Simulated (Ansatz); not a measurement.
`B[SiH](N)F` + H₂O → `B[SiH](O)F` + NH₃ at 700 K and 1 bar (formal hydrolysis of the Si–N bond).

Computed with Ansatz on PBE0-D4/def2-TZVP structures; ΔE is electronic, products minus reactants. CBS: MP2 limit from def2 TZ/QZ plus the TZ coupled-cluster correction, frozen cores. This one scheme is used for every species. Each species was taken in one conformer, which may not be the lowest.

```tsv
species	CCSD(T)/CBS energy (Eh)	H − E (kJ/mol)	S (J/(mol·K))
`B[SiH](N)F`	-471.43743	223.7	429.4
H₂O	-76.37941	80.5	218.4
`B[SiH](O)F`	-491.32150	187.3	418.6
NH₃	-56.50880	116.9	226.5
```

H − E and S are ideal-gas, rigid-rotor, harmonic terms from PBE0-D4/def2-TZVP, for one conformer and one mirror image of each species. 1 Eh = 2625.50 kJ/mol, R = 8.31446 J/(mol·K).

**Question.** By hand: ΔE, ΔH, ΔS and ΔG.

**Answer.** ΔE = (-491.32150) + (-56.50880) − (-471.43743) − (-76.37941) = -0.01346 Eh = -35.3 kJ/mol. Δ(H − E) = 187.3 + 116.9 − 223.7 − 80.5 = 0.0, so ΔH = -35.3 kJ/mol. ΔS = 418.6 + 226.5 − 429.4 − 218.4 = -2.7 J/(mol·K). ΔG = -35.3 − 700 × (-2.7)/1000 = -33.4 kJ/mol.

**Question.** By hand: the equilibrium constant, and the temperature at which ΔG would vanish if ΔH and ΔS stayed fixed.

**Answer.** log₁₀ K = −ΔG/(RT ln 10) = 2.5. ΔG = 0 at ΔH/ΔS = 13074 K, far beyond where these terms or the molecules hold.

The number of gas molecules stays the same, so ΔS is small and ΔH decides. A doubt of 5 kJ/mol in ΔE shifts log₁₀ K by 0.4 here. Other conformers and mirror images would add mixing entropy, several J/(mol·K) or more a flexible species. These are equilibria of isolated gas molecules and say nothing of rates. Largest T1 diagnostic: 0.012 (customary marks: 0.02 for closed shells, 0.045 for open ones).
